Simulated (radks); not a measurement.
Task: The antimony anion Sb3-, [Xe], held by a Watson sphere: a shell of charge +4.08 at radius R that stands for the Madelung well of a crystal (potential energy -4.08/R inside, -4.08/r outside, in hartree with lengths in bohr). Calculated with a radial shooting solver on a logarithmic mesh with Libxc functionals: scalar-relativistic Kohn-Sham, PBEsol, spin-polarised, spherical densities, point nucleus. Response by self-consistent Sternheimer equations with the Hartree and adiabatic LDA kernel, the relativistic mass of each level held fixed and spin-orbit coupling left out. The sphere does not respond.

| R (bohr) | e(4d) (eV) | e(5s) (eV) | e(5p) (eV) | <r> 5p (bohr) | sum of <r^2> (bohr^2) | X-ray form factor at sin(theta)/lambda = 0.1 1/angstrom | alpha (bohr^3) |
|---|---|---|---|---|---|---|---|
| 2.51 | -41.930 | -24.123 | -15.812 | 2.594 | 77.81 | 49.160 | 32.21 |
| 2.83 | -40.255 | -22.426 | -14.699 | 2.730 | 83.43 | 48.916 | 39.79 |
| 3.69 | -37.516 | -18.817 | -11.926 | 3.084 | 99.16 | 48.336 | 70.08 |
| 5.02 | -35.145 | -15.385 | -8.752 | 3.582 | 124.5 | 47.705 | 158.9 |
| 5.1 | -35.038 | -15.238 | -8.602 | 3.610 | 126.1 | 47.677 | 166.5 |
| 5.54 | -34.502 | -14.518 | -7.846 | 3.763 | 135.1 | 47.538 | 214.1 |
| 5.63 | -34.402 | -14.388 | -7.705 | 3.794 | 137.0 | 47.513 | 225.2 |

Estimate the row for R = 3.68 bohr.

Result: e(4d) (eV) -37.540; e(5s) (eV) -18.852; e(5p) (eV) -11.955; <r> 5p (bohr) 3.080; sum of <r^2> (bohr^2) 98.98; X-ray form factor at sin(theta)/lambda = 0.1 1/angstrom 48.342; alpha (bohr^3) 69.63.
